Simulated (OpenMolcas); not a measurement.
Computed transition rates of Sn

```
Program             : OpenMolcas
Method              : CASSCF
Basis               : ANO-R3 [8s7p5d3f2g1h]
Scalar Hamiltonian  : X2C, finite nucleus
Active space        : 4 electrons in 4 orbitals (5s 5p)
State averaging     : 2S+1 = 3 even, 3 roots; 2S+1 = 1 even, 6 roots kept (CI in the orbitals of an earlier block); 2S+1 = 5 odd, 1 root
Spin-orbit coupling : RASSI with atomic mean-field integrals over the reference wave functions, term energies averaged over their components
```

Rates come from the transition moments of the reference wave functions (E1 and E2 in the length form). At fixed line strength A goes as λ^-3 for E1 and M1 and as λ^-5 for E2, so a rate at the computed wavelength can be rescaled to the measured one. Measured vacuum wavelengths follow from level energies in NIST Handbook of Basic Atomic Spectroscopic Data. Branching counts decays inside the model space alone, at computed energies, and the table is only a selection of the E2 and M1 lines, drawn from those between levels with measured partners whose computed energy lies within a factor of 1.5 of the measured one.

| Upper | Lower | Type | λ computed (nm) | λ measured (nm) | A computed (s-1) | A rescaled (s-1) | Branching % |
| --- | --- | --- | --- | --- | --- | --- | --- |
| 5s² 5p² ¹S₀ | 5s² 5p² ³P₁ | M1 | 615.6 | 646.4 | 6.19e+00 |  | 90.6 |
| 5s² 5p² ¹D₂ | 5s² 5p² ³P₂ | M1 | 1350 | 1929 | 5.86e-01 |  | 59.4 |
| 5s² 5p² ¹S₀ | 5s² 5p² ¹D₂ | E2 | 1401 | 1170 | 4.46e-01 | 1.10e+00 | 6.5 |
| 5s² 5p² ¹D₂ | 5s² 5p² ³P₁ | M1 | 1098 | 1445 | 3.77e-01 |  | 38.2 |
| 5s² 5p² ¹S₀ | 5s² 5p² ³P₂ | E2 | 687.6 | 728.1 | 2.00e-01 |  | 2.9 |
| 5s² 5p² ³P₂ | 5s² 5p² ³P₁ | M1 | 5881 | 5761 | 6.42e-02 | 6.83e-02 | 99.3 |
| 5s² 5p² ³P₁ | 5s² 5p² ³P₀ | M1 | 6858 | 5911 | 5.45e-02 | 8.51e-02 | 100.0 |
| 5s² 5p² ¹D₂ | 5s² 5p² ³P₂ | E2 | 1350 | 1929 | 1.49e-02 |  | 1.5 |
| 5s² 5p² ¹D₂ | 5s² 5p² ³P₁ | E2 | 1098 | 1445 | 6.20e-03 |  | 0.6 |
| 5s² 5p² ³P₂ | 5s² 5p² ³P₀ | E2 | 3166 | 2917 | 4.00e-04 | 6.02e-04 | 0.6 |

Spin-changing lines and M1 lines between different terms are not rescaled, since their strength hangs on the term gaps too.

The largest correction is for 5s² 5p² ¹S₀ → 5s² 5p² ¹D₂ (E2): 4.46e-01 × (1401 / 1170)^5 = 1.10e+00 s-1, a factor of 2.46.

No measured rate stands beside these. Rescaling mends the energy factor alone: line strengths can still be far off where a level mixes with configurations outside the active space, and weak or spin-changing lines hang on small mixing coefficients that depend on the term gaps too, so rescaling need not improve them.

Terms from blocks run as CI alone lack orbitals of their own. Computed and measured levels are paired by configuration, term and J; levels that our copy of the source lacks, or whose pairing is in doubt (as where it misses far off the trend of its configuration), stay unpaired. Only configurations of the active space appear.
